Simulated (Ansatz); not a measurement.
Reaction (ligand exchange at the Si–O bond): `N[SiH](O)Cl` + silanol → `N[SiH](Cl)O[SiH3]` + H₂O

Isolated molecules relaxed with PBE0-D4/def2-TZVP in Ansatz; ΔE leaves out vibrations. CCSD(T)/CBS is the MP2 limit (def2-TZVPP, def2-QZVPP) plus CCSD(T) − MP2 in def2-TZVPP, frozen cores. This one scheme is used for every species. One conformer a species, not always the lowest.

```csv
level,ΔE (kJ/mol)
SCS-MP2/def2-TZVPP,-18.5
CCSD(T)/def2-TZVPP,-18.9
```

(1) What does CCSD(T)/CBS give? (Estimate.)

Largest T1 diagnostic among the species: 0.011.

## Answers

(1) Computed: -21.3 kJ/mol. The listed levels differ from it by 2.8, 2.4 kJ/mol.

The D4 term adds −8.6 kJ/mol with B3LYP and −5.1 kJ/mol with PBE0; it sums over pairs of atoms, weighted by their polarisabilities, and B3LYP, whose exchange is more repulsive, gets the larger term. From BLYP to BHLYP (50 % exact exchange), in def2-TZVPP and without D4, ΔE moves by −6.2 kJ/mol.

B3LYP here is the variant with VWN-RPA as its local correlation; programs differ in this.
